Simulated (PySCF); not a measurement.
H6O4SnZr, SMILES [OH][Zr]([OH])([OH])[O][SnH3], multiplicity 1.

The structure is a stationary point at PBE0-D3(BJ)/def2-SVP. The spin state was assumed, not searched. The def2 effective core potentials stand for the cores of Sn, Zr; spin–orbit coupling is left out. The values are those of a single conformer.

Computed with PBE0-D3(BJ)/def2-SVP in PySCF.

Frequencies are harmonic and unscaled.

A small imaginary wavenumber (i) marks a very flat motion, where grid noise or a shallow saddle decides the sign.

Modes within 1.5 cm⁻¹ of each other (mostly degenerate sets) share a row, with their intensities summed.

Computed normal modes with their intensities:
```csv
mode,ν (cm⁻¹),IR (km/mol),moving atoms (share of kinetic energy)
1,18i,0.0,H 96 %
2–3,31,3.0,"O 81 %, H 9 %"
4,149,10.6,"O 54 %, H 25 %, Sn 21 %"
5–7,170,35.3,"H 88 %, O 12 %"
8–9,189,38.8,"O 54 %, H 40 %"
10–11,214,95.8,"H 62 %, O 33 %"
12,251,205.0,"H 52 %, Zr 22 %, Sn 21 %"
13–14,286,427.9,"H 70 %, O 28 %"
15,314,235.8,"Zr 34 %, O 32 %, H 23 %, Sn 12 %"
16–17,522,104.1,"H 89 %, O 8 %"
18,684,690.8,"H 53 %, O 40 %"
19–20,709,24.2,"H 88 %, O 9 %"
21–22,715,595.5,"O 64 %, Zr 20 %, H 16 %"
23,730,20.6,"O 51 %, H 45 %"
24,904,443.5,O 88 %
25,1937,77.1,H 100 %
26–27,1940,377.8,H 99 %
28–29,4048,627.5,H 94 %
30,4052,145.8,H 94 %
```
